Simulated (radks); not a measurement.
Species: Er V. Configuration: [Xe] 4f10. Method: Dirac Kohn-Sham, PBEsol, spin-unpolarised, spherical densities, point nucleus; open shells fill j = l - 1/2 first; computed with a radial shooting solver on a logarithmic mesh with Libxc functionals.

Radial electron density D(r) = 4 pi r^2 rho(r):

```
   r/bohr * D(r) (the largest magnitude, 119, reaches the edge; | marks zero)
 0.001749 |     *
 0.002314 |        *
 0.003087 |            *
 0.004117 |                  *
 0.005491 |                         *
 0.007324 |                                 *
 0.009768 |                                       *
  0.01292 |                                           *
  0.01724 |                                          *
  0.02299 |                                       *
  0.03067 |                                      *
   0.0409 |                                             *
  0.05455 |                                                      *
  0.07218 |                                                      *
  0.09627 |                                             *
   0.1284 |                                           *
   0.1713 |                                                  *
   0.2284 |                                        *
   0.3046 |                        *
   0.4063 |                         *
   0.5376 |                         *
    0.717 |              *
   0.9564 |       *
    1.276 |    *
    1.701 | *
    2.269 *
    3.002 *
    4.004 *
```

D(r) has 4 maxima, at r = 0.0141, 0.0625, 0.174, 0.473 bohr, and minima at 0.0272, 0.114, 0.338 bohr, inside which lie 2.01, 11.14, 29.62 electrons.
